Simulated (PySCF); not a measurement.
A mixed set of molecules. Method: TDDFT wB97X-D/def2-SVPD, vertical, gas phase, core orbitals frozen in the response in PySCF. Geometries: PBE0-D3(BJ)/def2-SVP; one conformer of each isolated species. Triplets are in the Tamm–Dancoff approximation. Atoms past krypton carry core potentials; spin–orbit coupling is left out.

Question: Rank by computed lowest singlet excitation energy, highest first.
A. `N#CC1C=C1`
B. `CC#CC#N`
C. `CB(C)[SiH]1[SiH2][SiH2][SiH2]1`
D. `[H][Al]([H])([H])<-[AsH3]`
E. `C#C[C@@H]1C=N1`
F. `[OH2]->[Ti](<-[OH2])([Br])([Br])([Br])[Br]`
G. `[F][Sn]([F])([F])[F]`

Answer: G (6.83 eV), D (6.61 eV), A (6.44 eV), B (5.13 eV), E (5.01 eV), C (4.55 eV), F (2.97 eV).

| SMILES | S1 (eV) | T1 (eV) | α (au) | LUMO (eV) | gap (eV) | HOMO (eV) | S1 mainly |
| --- | --- | --- | --- | --- | --- | --- | --- |
| [F][Sn]([F])([F])[F] | 6.83 | 6.43 | 33.3 | -2.35 | 12.20 | -14.55 | H-2/H-1/H→L (≥97%) |
| [H][Al]([H])([H])<-[AsH3] | 6.61 | 6.27 | 69.5 | 1.11 | 10.88 | -9.77 | H-1/H→L (≥68%) |
| N#CC1C=C1 | 6.44 | 4.49 | 47.1 | 0.94 | 11.43 | -10.49 | H-1→L (89%) |
| CC#CC#N | 5.13 | 4.22 | 55.4 | 0.55 | 10.74 | -10.19 | H-1/H→L/L+1 (98%) |
| C#C[C@@H]1C=N1 | 5.01 | 4.40 | 50.1 | 0.92 | 10.17 | -9.26 | H→L (86%) |
| CB(C)[SiH]1[SiH2][SiH2][SiH2]1 | 4.55 | 3.92 | 160.1 | 0.26 | 9.17 | -8.91 | H→L (84%) |
| [OH2]->[Ti](<-[OH2])([Br])([Br])([Br])[Br] | 2.97 | 2.74 | 150.8 | -2.09 | 7.58 | -9.67 | H→L (90%) |

H and L stand for HOMO and LUMO. A slash joins orbitals within 0.01 eV of each other, whose weights are summed (≥ marks a lower bound).

- `[F][Sn]([F])([F])[F]`: Löwdin shares by element: HOMO (one of a set within 0.03 eV) fluorine 100%; LUMO fluorine 46% or more, tin 39% (atoms not listed hold the other 15%).
- `[H][Al]([H])([H])<-[AsH3]`: Löwdin shares by element: HOMO (one of a set within 0.03 eV) hydrogen 57% or more, aluminium 38%; LUMO arsenic 32%, aluminium 22%, hydrogen 22% or more (atoms not listed hold the other 25%).
- `N#CC1C=C1`: Löwdin shares by element: HOMO carbon 80% or more, hydrogen 7% or more; LUMO carbon 80% or more, hydrogen 6% or more.
- `CC#CC#N`: Löwdin shares by element: HOMO (one of a set within 0.03 eV) carbon 69% or more, nitrogen 21%; LUMO (one of a set within 0.03 eV) carbon 64% or more, nitrogen 24%.
- `C#C[C@@H]1C=N1`: Löwdin shares by element: HOMO carbon 66% or more, nitrogen 19% (atoms not listed hold the other 15%); LUMO carbon 48% or more, nitrogen 37%, hydrogen 8% or more.
- `CB(C)[SiH]1[SiH2][SiH2][SiH2]1`: Löwdin shares by element: HOMO silicon 50% or more, boron 16% (atoms not listed hold the other 34%); LUMO boron 34%, carbon 17%, silicon 16% or more (atoms not listed hold the other 33%).
- `[OH2]->[Ti](<-[OH2])([Br])([Br])([Br])[Br]`: for S1 the Löwdin share of titanium is at most 4% in HOMO and 79% in LUMO (ligand-to-metal charge transfer by this measure).
